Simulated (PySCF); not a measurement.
## V¹⁷⁺: ionisation energy

V¹⁷⁺ [He] 2s2 2p2 [2p1/2^2, M_J = 0] → V¹⁸⁺ [He] 2s2 2p1 [2p1/2^1, M_J = 1/2], as a difference of total energies. All numbers are calculated (PySCF 2.14, the two-component X2C-1e Hamiltonian, in an uncontracted even-tempered set (17 s from 3.8 bohr⁻², ratio 2.4; 11 p from 4.9 bohr⁻², ratio 2.4; 5 d from 18 bohr⁻², ratio 2.6; 4 f from 28 bohr⁻², ratio 2.6)). Correlated levels: nothing frozen; the 28 highest virtual spinors dropped. "Screened" scales the spin-orbit matrix elements by Boettger's factors to mimic the two-electron term; Breit and QED terms are absent.

```json
{"method": "GHF (spin-free)", "ionisation energy (eV)": "1259.6"}
{"method": "GMP2 (spin-free)", "ionisation energy (eV)": "1259.7"}
{"method": "GHF (screened spin-orbit)", "ionisation energy (eV)": "1258.4"}
{"method": "GMP2 (screened spin-orbit)", "ionisation energy (eV)": "1258.8"}
```

The labels give the starting determinants; with spin-orbit coupling the two ends relaxed to ⟨J²⟩ = 1.07, ⟨L²⟩ = 1.87, ⟨S²⟩ = 1.87 and ⟨J²⟩ = 0.75, ⟨L²⟩ = 2.00, ⟨S²⟩ = 0.75.

The determinant of V¹⁷⁺ mixes levels of different J (the jj label is only the starting occupation), so the difference between spin-free and spin-orbit rows is not the physical spin-orbit shift.

For comparison: 1258.9 ± 0.6 eV (semi-empirical (NIST evaluation); NIST Atomic Spectra Database, ionization energies).
